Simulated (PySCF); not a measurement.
A GIAO shielding run with PySCF 2.14 (density fitting, non-relativistic, gas phase) on `InChI=1S/C5H13FSi3/c6-5-4(3-7)8-1-2-9-5/h1-2,4-5H,3,8-9H2,7H3/t4-,5-/m1/s1`:

```
$ OMP_NUM_THREADS=1 python probes_run.py task.json out

{"job": {"kind": "nmr", "xc": "PBE0", "basis": "pcSseg-1"}, "charge": 0, "multiplicity": 1}
F      0.462657     0.269347     1.921032
C      0.196092    -0.607693     0.862561
Si     1.834339    -1.491170     0.399107
C      2.908928    -0.263465    -0.535748
C      2.495056     0.920139    -0.987759
Si     0.756791     1.613508    -0.773997
C     -0.412534     0.181966    -0.286178
C     -1.806552     0.715215     0.061942
Si    -3.163431    -0.609226     0.217933
H     -0.533643    -1.316568     1.273756
H      1.494519    -2.638914    -0.455096
H      2.490134    -1.923905     1.636168
H      3.939349    -0.560367    -0.709433
H      3.202436     1.555839    -1.510629
H      0.755385     2.656548     0.255347
H      0.295101     2.169473    -2.055805
H     -0.501786    -0.513019    -1.128983
H     -2.111835     1.426652    -0.710667
H     -1.735300     1.289287     0.988312
H     -3.150701    -1.430544    -0.997566
H     -4.457033     0.061085     0.357016
H     -2.968381    -1.484803     1.376272
```

Hardware: 1 thread of an Arm Neoverse V1, shared host. The job also computes population analyses, field gradients, ring-centre shieldings.

Question: How large is the calculation?

Answer: 94 electrons, 239 basis functions and 1309 auxiliary functions.

Question: How long does it take, and how much memory does it need?

Answer: 67 s of wall time, with 14 SCF cycles and 5 response iterations; peak memory 1.1 GiB. Times on a shared host scatter by some tens of per cent.
